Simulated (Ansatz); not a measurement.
Ansatz (a first-principles code) input (RI-MP2/def2-QZVPPD):
A basis named .json is the Basis Set Exchange file of that set.

Ansatz 0.2 input:
```yaml
crystal:
  periodic: [false, false, false]
  atoms:
    - {symbol: Cu, position_ang: [0.00000000, 0.00000000, 0.00000000]}
    - {symbol: Br, position_ang: [0.00000000, 0.00000000, 2.22422770]}
    - {symbol: Br, position_ang: [-0.00000000, -0.00000000, -2.22422770]}
basis:
  gaussian:
    orbitals: def2-QZVPPD.json
    fitting: {mean_field: def2-universal-jkfit, correlation: def2-QZVPPD-RIFIT.json}
magnetization: {spin_polarized: true, initial_magnetization: 1}
correlation: {method: mp2, electrons: outside_noble_gas}
```

End of the output:

```
integrals: 0.66 GiB planned
796 factors; integrals over basis functions are off by at most 1.3e0 eV
944 factors; integrals over basis functions are off by at most 1.3e1 eV
mean field: 1.94 GiB planned
mean field evaluation 1: about -184596.5820 eV, gradient 4.1e1 eV
mean field evaluation 2: about -184588.7848 eV, gradient 9.0e1 eV
mean field evaluation 4: about -184600.5319 eV, gradient 2.9e0 eV
mean field evaluation 8: about -184600.2386 eV, gradient 4.9e0 eV
mean field evaluation 16: about -184602.9703 eV, gradient 9.3e-7 eV
mean field evaluation 32: about -184603.0674 eV, gradient 2.7e-1 eV
mean field evaluation 64: about -184603.0168 eV, gradient 4.2e-1 eV
mean field -184603.14964247 eV, -6784.0406208518 hartree, gradient 5.9e-6 eV, S^2 0.755657; 10 other end points of the search recorded, 0 dependent functions left out
37 core orbitals not correlated
reference -184603.14964247 eV, -6784.0406208518 hartree; 13, 12 occupied and 246, 247 virtual orbitals, 944 factors
second order -21.30866407 eV of doubles, -0.00000000 eV of singles
Total energy: -184624.45830654 eV, -6784.8236998128 hartree
```

The spin state was set by rule; other spins were not relaxed.
